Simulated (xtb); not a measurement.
C₃H₈STe, SMILES CC(C)[Te]S. All values are semi-empirical tight-binding results from xtb (GFN2-xTB unless named), good for trends rather than for accurate numbers. Coordinates come from a GFN2-xTB optimisation. The values are those of a single conformer.

Optimised geometry:

```xyz
13

Te    -0.1735     0.2671     0.6800
C      0.5726    -1.3563    -0.6121
C      1.1233    -2.4527     0.2768
C      1.6116    -0.8358    -1.5839
H     -0.2916    -1.7284    -1.1653
H      1.4744    -3.2835    -0.3343
H      1.9625    -2.0859     0.8648
H      0.3626    -2.8272     0.9588
H      1.2088    -0.0227    -2.1851
H      1.9243    -1.6331    -2.2580
H      2.4895    -0.4732    -1.0519
S     -1.1012     1.5604    -1.0990
H     -2.3356     1.0686    -1.0872
```
Charge 0, spin multiplicity 1.

Computed properties:
```
Item                                             Value
---------------------------------------  -------------
orbital gap                                    3.59 eV
zero-point energy                        63.4 kcal/mol
G − E(el) at 298.15 K (modified RRHO)    42.0 kcal/mol
static polarisability (D4 model)            97.6 bohr³
solvation energy, GFN2-xTB/ALPB(water)   -1.7 kcal/mol
solvation energy, GFN2-xTB/ALPB(ch2cl2)  -7.1 kcal/mol
```

Computed atomic charges and the Wiberg bond orders between heavy atoms:
charges (e) Te1 0.10, C2 -0.02, C3 -0.10, C4 -0.10, H5 0.03, H6 0.04, H7 0.03, H8 0.03, H9 0.05, H10 0.04, H11 0.04, S12 -0.29, H13 0.16. Bond orders Te1–C2 0.91, C2–C3 1.03, C2–C4 1.03, Te1–S12 1.14.
